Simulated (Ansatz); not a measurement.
One change: `CC(=O)Cl` becomes `CC(=O)[Te][SiH3]`.

Ansatz, PBE0-D4/def2-TZVP geometries, multiplicity 1. Each molecule was computed in one conformer, which needn't be the lowest.

Elements past krypton have def2 core potentials.

| property | `CC(=O)Cl` |
| --- | --- |
| size of the dipole moment (ωB97M-V/def2-TZVPP) / D | 2.78 |
| LUMO energy (PBE0/def2-TZVPP) / eV | -1.01 |
| LUMO energy (B3LYP/def2-TZVPP) / eV | -1.28 |
| HOMO energy (ωB97M-V/def2-TZVPP) / eV | -10.86 |
| HOMO–LUMO gap (B3LYP/def2-TZVPP) / eV | 7.04 |
| LUMO energy (ωB97M-V/def2-TZVPP) / eV | 1.34 |

(1) What does the change do to each property? (Best estimate.)

Answers

(1) Ansatz gave: 
| property | `CC(=O)[Te][SiH3]` | shift |
| --- | --- | --- |
| size of the dipole moment (ωB97M-V/def2-TZVPP) / D | 2.83 | 0.05 |
| LUMO energy (PBE0/def2-TZVPP) / eV | -0.96 | 0.05 |
| LUMO energy (B3LYP/def2-TZVPP) / eV | -1.16 | 0.12 |
| HOMO energy (ωB97M-V/def2-TZVPP) / eV | -8.70 | 2.16 |
| HOMO–LUMO gap (B3LYP/def2-TZVPP) / eV | 5.29 | -1.75 |
| LUMO energy (ωB97M-V/def2-TZVPP) / eV | 0.83 | -0.51 |

With PBE0 the HOMO rises by 1.91 eV and the LUMO rises by 0.05 eV, so the gap narrows by about 1.86 eV. PBE moves the HOMO by 1.38 eV and ωB97M-V by 2.16 eV. Dipoles are sizes alone; their direction can turn.

B3LYP here is the variant with VWN-RPA as its local correlation; programs differ in this.

Spin–orbit coupling is left out; it splits and shifts lone-pair levels of the heavy atoms by tenths of an eV.
